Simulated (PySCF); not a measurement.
A structure optimised at B3LYP-D3(BJ)/def2-SVP, used in a PySCF frequency run:

```
Mo
N 1 1.7149
H 2 1.0213 1 154.25
F 1 1.8536 2 108.57 3 123.35
S 1 2.1145 2 107.50 3 4.24
Cl 1 2.2797 2 107.39 3 -112.76
```
Charge 0, spin multiplicity 1.

**Question.** Write its SMILES and formula.

**Answer.** [NH]=[Mo]([F])(=[S])[Cl], ClFHMoNS

**Question.** What are its rotational constants (standard atomic weights)?

**Answer.** 2.4419, 1.7273, 1.4173 GHz
